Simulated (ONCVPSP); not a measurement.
# Configuration tests for zinc (ONCV)

zinc (Zn), optimised norm-conserving Vanderbilt (ONCV), made with ONCVPSP 4.0.1 (Wu-Cohen, scalar-relativistic). Core [Ne] 3s2, reference 3p6 3d10 4s1 4p1. Waves: 4s: rc 1.65 bohr, ncon 4, nbas 9, qcut 3.2 1/bohr, 2 projectors, debl 2 Ha; 3p+4p: rc 1.40 bohr, ncon 3, nbas 7, qcut 9.4 1/bohr, 2 projectors; 3d: rc 0.75 bohr, ncon 4, nbas 9, qcut 21.3 1/bohr, 2 projectors, debl 1 Ha. Local part: polynomial inside 0.60 bohr (lpopt 2, dvloc0 0 Ha). Core correction: Teter function, fcfact 2.75, rcfact 1.05.

Energies are relative to the spin-unpolarised reference configuration 3p6 3d10 4s1 4p1; without spin polarisation the order of configurations can differ from experiment.

Give the all-electron excitation energy and the error of the potential for: 3p6 3d10 4s2 4p0; 3p6 3d10 4s1 4p0; 3p6 3d10 4s0 4p0; 3p6 3d9 4s2 4p1.

```csv
valence configuration,charge,ΔE all-electron (eV),error AE − PS (meV)
3p6 3d10 4s2 4p0,0,-5.173,-5.7
3p6 3d10 4s1 4p0,+1,4.750,-0.1
3p6 3d10 4s0 4p0,+2,23.100,-19
3p6 3d9 4s2 4p1,0,7.127,-92
```

Note: ghosts flagged at negative energy: s at -102.0 eV; no localised positive-energy state flagged. A true bound ghost makes a file unfit for plane-wave use.
